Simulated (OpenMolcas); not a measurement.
Mn4+ with 6 ligands (chloride) in octahedral coordination (Oh). A charge of +0.333 e stands 2.8 Å behind each ligand. Ligand basis ANO-RCC-VDZP.

```json
{"Program": "OpenMolcas 26.06", "Method": "SS-CASPT2, IPEA 0.25 Eh, imaginary shift 0.1 Eh (closed shells correlated: 3s 3p and the ligand valence shells)", "Basis": "ANO-RCC-VDZP [5s4p2d1f]", "Scalar Hamiltonian": "DKH2, point nucleus", "Active space": "3 electrons in 5 orbitals (3d)", "State averaging": "2S+1 = 4 even, 10 roots; 2S+1 = 2 even, 40 roots", "Spin-orbit coupling": "state interaction with AMFI integrals over the reference wave functions"}
```

All ligands move together. At R = 2.2 Å the first state of the same spin is 28900 cm-1, and at R = 2.29 Å it is 26880 cm-1.

A third run gives 25320 cm-1. What distance was it run at?

With a power law R^-n the two known points give n = -ln(26880 / 28900) / ln(2.29 / 2.2) = 1.81. Then R = 2.2 × (28900 / 25320)^(1/1.81) = 2.367 Å. The run was at 2.41 Å, so the estimate is off by -0.043 Å.

Roots that are degenerate in the reference are averaged as groups; the widest CASPT2 spread within a group is 990 cm-1 (the 3-fold group of multiplicity 2 near 29900 cm-1 above the lowest state of its run, R = 2.29). Shifts and gaps below about the spread of the groups concerned are not significant. Over all roots computed the reference weight is 0.59 to 0.61 in R = 2.2, 0.58 to 0.61 in R = 2.29, 0.50 to 0.60 in R = 2.41; the roots of lowest weight are the least certain, and an intruder state may touch them. Ligand-to-metal charge-transfer states are missing. With no ligand orbital active B as a rule stays too high, so bands that hang on it stand too high and its fall with covalency is understated. With one d shell and no ligand orbital active, 10Dq can be off by a tenth or more. The least metal-like active orbital is 68 % on the metal (Löwdin) and no ligand orbital is active, so the numbers are rough (holds for R = 2.2; R = 2.29). These CASPT2 states fit no ligand-field parameters well, so their order and spin gaps are uncertain (holds for R = 2.2; R = 2.29). The least metal-like active orbital is 66 % on the metal (Löwdin) and no ligand orbital is active, so the numbers are rough (holds for R = 2.41). No measured value stands beside these numbers; the geometry is a model, was not optimised and need not be the one that this ion takes.
